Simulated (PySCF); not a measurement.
A series of related molecules.

All values: PBE0/pcSseg-1 (PySCF) at GFN2-xTB geometries, gas phase, one conformer each.

Question: Rank by LUMO energy, highest first.
A. `C#C[C@@H]1[SiH2]CC[C@H]1F`
B. `C#C[C@@]1([SiH2]Cl)[SiH2]CC[C@@H]1F`
C. `C#C[C@@]1(Cl)[SiH2]C[SiH2][C@H]1F`
D. `C#C[C@@]1(Cl)[SiH2]CC[C@@H]1F`
E. `C#C[Si@@]1(Cl)[SiH2]CC[C@@H]1F`

Answer: A (0.56 eV), B (0.21 eV), D (-0.59 eV), C (-0.71 eV), E (-1.06 eV).

Question: Rank by dipole moment, highest first.
A. `[CH:1]#[C:2][C@@H:3]1[SiH2:4][CH2:5][CH2:6][C@H:7]1[F:8]` with C2–C3–Si4–C5 -104°, C3–Si4–C5–C6 11°, Si4–C5–C6–C7 -36°, C5–C6–C7–F8 -68°
B. `[CH:1]#[C:2][C@@:3]1([Cl:4])[SiH2:5][CH2:6][SiH2:7][C@H:8]1[F:9]` with C2–C3–Si5–C6 170°, C3–Si5–C6–Si7 -18°, Si5–C6–Si7–C8 -4°, C6–Si7–C8–F9 -84°
C. `[CH:1]#[C:2][C@@:3]1([SiH2:4][Cl:5])[SiH2:6][CH2:7][CH2:8][C@@H:9]1[F:10]` with C2–C3–Si4–Cl5 61°, C2–C3–Si6–C7 101°, C3–Si6–C7–C8 -12°, Si6–C7–C8–C9 36°, C7–C8–C9–F10 69°
D. `[CH:1]#[C:2][Si@@:3]1([Cl:4])[SiH2:5][CH2:6][CH2:7][C@@H:8]1[F:9]` with C2–Si3–Si5–C6 107°, Si3–Si5–C6–C7 -26°, Si5–C6–C7–C8 52°, C6–C7–C8–F9 68°
E. `[CH:1]#[C:2][C@@:3]1([Cl:4])[SiH2:5][SiH2:6][CH2:7][C@H:8]1[F:9]` with C2–C3–Si5–Si6 155°, C3–Si5–Si6–C7 -5°, Si5–Si6–C7–C8 -21°, Si6–C7–C8–F9 -68°
F. `[CH:1]#[C:2][C@@:3]1([Cl:4])[SiH2:5][CH2:6][CH2:7][C@@H:8]1[F:9]` with C2–C3–Si5–C6 95°, C3–Si5–C6–C7 -4°, Si5–C6–C7–C8 32°, C6–C7–C8–F9 64°

Answer: F (3.25 D), D (3.02 D), C (2.26 D), A (1.33 D), B (1.15 D), E (0.75 D).

Question: Rank by HOMO–LUMO gap, lowest first.
A. `C(#C)[C@]1([SiH2]C[SiH2][C@H]1F)Cl`
B. `C#C[C@@H]1[SiH2]CC[C@H]1F`
C. `C#C[C@]1([SiH2]CC[C@@H]1F)[SiH2]Cl`
D. `C#C[Si@@]1(Cl)[SiH2]CC[C@@H]1F`

Answer: D (6.51 eV), A (6.97 eV), C (7.66 eV), B (8.01 eV).

All values together:

```csv
SMILES,change,formula,μ (D),HOMO (eV),LUMO (eV),lowest IAO charge (e),highest IAO charge (e),lowest Hirshfeld charge (e),highest Hirshfeld charge (e)
C#C[C@@]1(Cl)[SiH2]CC[C@@H]1F,parent,C6H8ClFSi,3.25,-7.60,-0.59,-0.547 (C),+0.771 (Si),-0.161 (C),+0.343 (Si)
C#C[Si@@]1(Cl)[SiH2]CC[C@@H]1F,C replaced by Si,C5H8ClFSi2,3.02,-7.58,-1.06,-0.527 (C),+0.764 (Si),-0.163 (C),+0.295 (Si)
C#C[C@@]1(Cl)[SiH2]C[SiH2][C@H]1F,C replaced by Si,C5H8ClFSi2,1.15,-7.68,-0.71,-0.831 (C),+0.781 (Si),-0.250 (C),+0.332 (Si)
C#C[C@@]1([SiH2]Cl)[SiH2]CC[C@@H]1F,SiH2 inserted into a C-Cl bond,C6H10ClFSi2,2.26,-7.44,0.21,-0.544 (C),+0.821 (Si),-0.161 (C),+0.343 (Si)
C#C[C@@H]1[SiH2]CC[C@H]1F,terminal Cl group replaced by H,C6H9FSi,1.33,-7.45,0.56,-0.545 (C),+0.758 (Si),-0.162 (C),+0.353 (Si)
C#C[C@@]1(Cl)[SiH2][SiH2]C[C@H]1F,C replaced by Si,C5H8ClFSi2,0.75,-7.59,-0.73,-0.545 (C),+0.456 (Si),-0.172 (C),+0.244 (Si)
```

Conformers: `[CH:1]#[C:2][C@@:3]1([Cl:4])[SiH2:5][CH2:6][CH2:7][C@@H:8]1[F:9]` with C2–C3–Si5–C6 95°, C3–Si5–C6–C7 -4°, Si5–C6–C7–C8 32°, C6–C7–C8–F9 64°; `[CH:1]#[C:2][Si@@:3]1([Cl:4])[SiH2:5][CH2:6][CH2:7][C@@H:8]1[F:9]` with C2–Si3–Si5–C6 107°, Si3–Si5–C6–C7 -26°, Si5–C6–C7–C8 52°, C6–C7–C8–F9 68°; `[CH:1]#[C:2][C@@:3]1([Cl:4])[SiH2:5][CH2:6][SiH2:7][C@H:8]1[F:9]` with C2–C3–Si5–C6 170°, C3–Si5–C6–Si7 -18°, Si5–C6–Si7–C8 -4°, C6–Si7–C8–F9 -84°; `[CH:1]#[C:2][C@@:3]1([SiH2:4][Cl:5])[SiH2:6][CH2:7][CH2:8][C@@H:9]1[F:10]` with C2–C3–Si4–Cl5 61°, C2–C3–Si6–C7 101°, C3–Si6–C7–C8 -12°, Si6–C7–C8–C9 36°, C7–C8–C9–F10 69°; `[CH:1]#[C:2][C@@H:3]1[SiH2:4][CH2:5][CH2:6][C@H:7]1[F:8]` with C2–C3–Si4–C5 -104°, C3–Si4–C5–C6 11°, Si4–C5–C6–C7 -36°, C5–C6–C7–F8 -68°; `[CH:1]#[C:2][C@@:3]1([Cl:4])[SiH2:5][SiH2:6][CH2:7][C@H:8]1[F:9]` with C2–C3–Si5–Si6 155°, C3–Si5–Si6–C7 -5°, Si5–Si6–C7–C8 -21°, Si6–C7–C8–F9 -68°.

Question: Give the shifts from the parent, `C#C[C@@]1(Cl)[SiH2]CC[C@@H]1F`.

Answer: 
```csv
SMILES,change in μ (D),change in HOMO (eV),change in LUMO (eV)
C#C[Si@@]1(Cl)[SiH2]CC[C@@H]1F,-0.23,+0.02,-0.47
C#C[C@@]1(Cl)[SiH2]C[SiH2][C@H]1F,-2.10,-0.08,-0.12
C#C[C@@]1([SiH2]Cl)[SiH2]CC[C@@H]1F,-0.99,+0.16,+0.80
C#C[C@@H]1[SiH2]CC[C@H]1F,-1.92,+0.15,+1.15
C#C[C@@]1(Cl)[SiH2][SiH2]C[C@H]1F,-2.50,+0.01,-0.14
```
